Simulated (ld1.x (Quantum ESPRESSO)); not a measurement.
What the settings do to the TM potential of Si (Z = 14)

Base potential:

* Element: Si (Z = 14)
* Generator: ld1.x (Quantum ESPRESSO) 7.5
* Type: norm-conserving Troullier–Martins (Kleinman–Bylander form)
* Functional: PBE
* Relativity: scalar-relativistic
* Frozen core: [Ne]
* Valence charge: 4
* Reference configuration: 3s2 3p2
* Partial waves: 3s (bound): rc 1.95 bohr; 3d channel at -0.15 Ry: rc 2.00 bohr; 3p (bound): rc 1.85 bohr
* Local potential: the p channel
* Core correction: none

Cutoffs, loose and tight: the cutoffs (Ry, on a coarse ladder) from which the occupation-weighted sum of valence levels, in a spherical-Bessel basis at the reference potential, stays within 10 and 1 mRy of its value at 400 Ry. They do not see the model core or the augmentation charge, which bear on the density cutoff. Test errors are all-electron minus pseudo excitation energies from the reference, over the configurations 3s2 3p1; 3s2 3p0; 3s1 3p0; 3s2 3p1.5; 3s1 3p2; 3s2 3p2.3; 3s1 3p3. A dash means not determined; rows that change the core or the reference have their own tests.

```tsv
change	outcome	cutoff, loose	cutoff, tight	bound ghosts	largest test error (meV)
base	generated	15 Ry	35 Ry	none	+69
wave 3p (bound): rc 1.85 bohr becomes 3p (bound): rc 1.24 bohr	generated	80 Ry	140 Ry	none	+73
wave 3p (bound): rc 1.85 bohr becomes 3p (bound): rc 1.34 bohr	generated	55 Ry	70 Ry	none	+61
wave 3p (bound): rc 1.85 bohr becomes 3p (bound): rc 1.50 bohr	generated	30 Ry	50 Ry	none	+61
wave 3p (bound): rc 1.85 bohr becomes 3p (bound): rc 1.76 bohr	generated	15 Ry	35 Ry	none	+67
wave 3p (bound): rc 1.85 bohr becomes 3p (bound): rc 1.90 bohr	generated	15 Ry	35 Ry	none	+70
wave 3p (bound): rc 1.85 bohr becomes 3p (bound): rc 2.08 bohr	generated	15 Ry	35 Ry	none	+70
wave 3p (bound): rc 1.85 bohr becomes 3p (bound): rc 2.26 bohr	generated	15 Ry	35 Ry	none	+69
wave 3p (bound): rc 1.85 bohr becomes 3p (bound): rc 2.42 bohr	generated	15 Ry	35 Ry	none	+65
wave 3p (bound): rc 1.85 bohr becomes 3p (bound): rc 2.60 bohr	generated	15 Ry	35 Ry	none	+59
wave 3p (bound): rc 1.85 bohr becomes 3p (bound): rc 2.80 bohr	generated	15 Ry	35 Ry	none	+53
```

Reading the sweep of the p radius (base included, trends over the rows without a ghost): The loose cutoff falls from 80 Ry at 1.24 to 15 Ry at 2.8 bohr. A larger radius leaves more room for a smooth pseudo-wave, so fewer plane waves are needed; a smaller one forces it to follow the all-electron wave where it bends sharply. The median size of the test errors (rows with all tests solved) is not monotonic: lowest 0.7 meV at 2.42 bohr, highest 27.1 meV at 1.24 bohr.
